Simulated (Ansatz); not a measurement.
ClH₄InOSSi (`[SiH3][O][In]([SH])[Cl]`). The species carries charge 0 and has multiplicity 1. Correlated methods include outer-core shells of In, which these sets cover unevenly. In: def2 effective core potential.

```xyz
9

Si    0.2719   -1.5684   -0.8998
O    -0.2767   -0.4652    0.1758
In    0.0231    1.4489    0.4980
S    -1.1085    2.5078    2.2614
Cl    1.5006    2.4925   -0.9344
H    -0.3694   -2.8748   -0.5974
H     1.7507   -1.7250   -0.8099
H    -0.0661   -1.1779   -2.2973
H    -1.7255    1.3620    2.6035
```

(1) Give the diagnostics of a CCSD(T)/def2-TZVPP run (frozen core, the Gaussian-basis code of Ansatz). (Estimate.)

## Answers

(1) The calculation gave: T1 = 0.0141, largest single amplitude 0.035, largest double 0.027, (T) share of the correlation energy 3.7 %, 10 CCSD cycles. The RHF solution is stable towards an unrestricted one. T1 lies under the customary mark of 0.02 for closed shells.
